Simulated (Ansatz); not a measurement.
GaGeH6NO. Charge 0, multiplicity 1. Correlated methods include outer-core shells of Ga, Ge, which these sets cover unevenly. Scalar relativity is left out up to krypton. The bonds changed during the relaxation, so this is another structure than the one it started from.

Z-matrix (Å, degrees):
```
N
Ga 1 2.347
Ge 1 1.896 2 113.9
H 1 1.016 2 108.3 3 123.6
H 1 1.016 2 107.6 3 -122.8
O 2 1.864 1 80.3 3 2.6
H 3 1.551 1 105.6 2 178.3
H 3 1.525 1 108.7 2 61.7
H 3 1.525 1 108.7 2 -65.2
H 6 0.959 2 117.4 1 -179.9
```

(1) Give the diagnostics of a CCSD(T)/def2-TZVPP run (frozen core, the Gaussian-basis code of Ansatz). (Estimate.)

## Answers

(1) The calculation gave: T1 = 0.0139, largest single amplitude 0.034, largest double 0.086, (T) share of the correlation energy 3.7 %, 10 CCSD cycles. The RHF solution is stable towards an unrestricted one. T1 lies under the customary mark of 0.02 for closed shells.
